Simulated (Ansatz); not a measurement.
Cost and result for the atomization energy of Cl$_{2}$F$_{2}$H$_{2}$Si$_{2}$, SMILES `F[SiH](F)[SiH](Cl)Cl` (8 atoms, 7 bonds).

Total charge 0; spin multiplicity 1. The structure was optimised at the PBE0-D4/def2-TZVP level. It is one conformer, not always the lowest. Program: Ansatz. All runs use 4 threads of an Arm Neoverse V1 on a shared host. Times are those of one run each, without the atoms' runs, and a repeat can differ threefold. Electronic energies, without spin–orbit coupling; frozen cores. CCSD(T)/CBS adds CCSD(T) − MP2 in def2-TZVPP to the MP2 limit, and its time is that of the two runs behind it. T1 = 0.011. B3LYP takes the VWN-RPA correlation (the form of Gaussian; ORCA's B3LYP/G).

CCSD(T)/CBS is a level of theory with its own doubt, some kJ/mol a heavy atom from the limit and from the frozen cores, so smaller differences don't rank the functionals.

```json
{"level": "PBE-D4/def2-TZVPP (with forces)", "functions": "258", "wall time": "2.7 s"}
{"level": "PBE0-D4/def2-TZVPP", "functions": "258", "wall time": "4.3 s"}
{"level": "r2SCAN-D4/def2-TZVPP (with forces)", "functions": "258", "wall time": "6 s"}
{"level": "B2PLYP/def2-TZVPP", "functions": "258", "wall time": "6.5 s"}
{"level": "B3LYP-D4/def2-TZVPP (with forces)", "functions": "258", "wall time": "7 s"}
{"level": "ωB97X-V/def2-TZVPP", "functions": "258", "wall time": "11 s"}
{"level": "ωB97M-V/def2-TZVPP (with forces)", "functions": "258", "wall time": "15 s"}
{"level": "MP2/def2-QZVPP", "functions": "454", "wall time": "22 s"}
{"level": "CCSD(T)/def2-TZVPP", "functions": "258", "wall time": "4 min"}
{"level": "CCSD(T)/CBS(def2)", "functions": "–", "wall time": "4.3 min"}
```

(1) What atomization energy does each give, and how far from CCSD(T)/CBS? (An estimate is asked.)

Results:

(1) The calculation gave: 
```csv
level,atomization (kcal/mol),difference from CCSD(T)/CBS,per bond
PBE-D4/def2-TZVPP (with forces),685.3,1.1,0.2
PBE0-D4/def2-TZVPP,673.7,-10.5,-1.5
r2SCAN-D4/def2-TZVPP (with forces),683.8,-0.4,0.0
B2PLYP/def2-TZVPP,667.9,-16.3,-2.3
B3LYP-D4/def2-TZVPP (with forces),671.5,-12.7,-1.8
ωB97X-V/def2-TZVPP,685.3,1.1,0.2
ωB97M-V/def2-TZVPP (with forces),682.1,-2.1,-0.3
MP2/def2-QZVPP,699.4,15.2,2.2
CCSD(T)/def2-TZVPP,659.6,-24.6,-3.5
CCSD(T)/CBS(def2),684.2,0.0,0.0
```

The D4 term adds +10.3 kcal/mol with B3LYP and +5.4 kcal/mol with PBE0; it sums over pairs of atoms, weighted by their polarisabilities, and B3LYP, whose exchange is more repulsive, gets the larger term. In def2-TZVPP, CCSD(T) changes the Hartree–Fock value by +149.1 kcal/mol (the triples alone add +11.2 kcal/mol) and MP2 by +173.9 kcal/mol; breaking electron pairs costs correlation energy, which Hartree–Fock lacks. From PBE to PBE0 (25 % exact exchange), in def2-TZVPP and without D4, the atomization energy moves by −10.7 kcal/mol: exact exchange takes away binding that semilocal exchange gives to molecules.
